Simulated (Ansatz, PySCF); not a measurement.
Molecule: SnF, charge 0, multiplicity 2. 
Structure (B3LYP-D3(BJ)/def2-TZVP (Ansatz, a first-principles code) minimum search):
SMILES: [F][Sn]
```xyz
2

Sn     0.0000     0.0000    -0.2995
F      0.0000     0.0000     1.6641
```
Charge 0, spin multiplicity 2.

Total electronic energies in hartree. Cores are frozen in the correlated levels unless marked. Open shells are spin-unrestricted. No spin-orbit coupling. Frozen are the shells of the preceding noble gas and the d and f shells that filled before the atom's block. In def2 rows, elements after Kr have scalar-relativistic effective core potentials. CBS(X,Y): correlation extrapolated as X^-3; Hartree-Fock from the larger set. [CCSD(T)-MP2]/basis is that difference in the basis named.

```
level                                                            program  energy (Eh)
--------------------------------------------------------  --------------  -----------
HF/def2-QZVPPD                                                    Ansatz   -312.87050
RI-HF/def2-TZVPP                                                  Ansatz   -312.86293
revPBE-D3(BJ)/def2-TZVPD                                  Ansatz + dftd3   -314.22552
r2SCAN/def2-TZVPD                                                 Ansatz   -314.24474
PBE0/def2-TZVP                                                    Ansatz   -314.11338
TPSSh-D3(BJ)/def2-TZVPD                                    PySCF + dftd3   -314.12487
CCSD/CBS(def2-TZVPP,def2-QZVPP)                                   Ansatz    -313.2420
RI-MP2/CBS(def2-TZVPP,def2-QZVPP)+[CCSD(T)-MP2]/def2-SVP          Ansatz    -313.2564
CCSD(T)/CBS(def2-TZVPPD,def2-QZVPPD)                              Ansatz    -313.2549
```

Totals of different functionals don't rank their quality; only differences between species are comparable.
